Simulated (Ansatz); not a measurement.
C4H4F4 (`C/C(F)=C\C(F)(F)F`) at its PBE0-D4/def2-TZVP geometry, where that method's forces vanish. The species carries charge 0 and has multiplicity 1.

```
atom    x (Å)    y (Å)    z (Å)
  C1   0.4026   0.2462  -1.5352
  C2  -0.4528  -0.5916  -0.6704
  F3  -1.1677  -1.4786  -1.3724
  C4  -0.6012  -0.5840   0.6467
  C5   0.1304   0.3480   1.5465
  F6  -0.2143   0.1275   2.8196
  F7   1.4669   0.2134   1.4703
  F8  -0.1273   1.6426   1.2862
  H9  -0.2211   0.7824  -2.2551
 H10   0.9793   0.9640  -0.9575
 H11   1.0861  -0.3924  -2.1006
 H12  -1.2809  -1.2777   1.1218
```

Problem. For each bond, give half the difference of the two atoms' forces along it (eV/Å; positive pushes the atoms apart) under PBE-D4, r2SCAN-D4, B3LYP-D4, ωB97M-V in def2-TZVPP. (Estimate.)

Solution. Computed: 
| bond | length (Å) | PBE-D4 | r2SCAN-D4 | B3LYP-D4 | ωB97M-V |
| --- | --- | --- | --- | --- | --- |
| C1–C2 | 1.477 | -0.22 | -0.10 | 0.09 | 0.22 |
| C1–H9 | 1.093 | 0.12 | -0.01 | -0.06 | -0.10 |
| C1–H10 | 1.087 | 0.10 | -0.02 | -0.08 | -0.08 |
| C1–H11 | 1.093 | 0.12 | -0.01 | -0.05 | -0.10 |
| C2–F3 | 1.338 | 0.54 | 0.32 | 0.38 | 0.28 |
| C2–C4 | 1.325 | 0.31 | 0.14 | -0.10 | -0.25 |
| C4–C5 | 1.488 | -0.46 | -0.27 | -0.11 | 0.04 |
| C4–H12 | 1.081 | 0.02 | -0.10 | -0.12 | -0.09 |
| C5–F6 | 1.337 | 0.59 | 0.27 | 0.27 | 0.17 |
| C5–F7 | 1.345 | 0.64 | 0.32 | 0.31 | 0.13 |
| C5–F8 | 1.345 | 0.64 | 0.32 | 0.31 | 0.13 |

B3LYP here is the variant with VWN-RPA as its local correlation; programs differ in this.
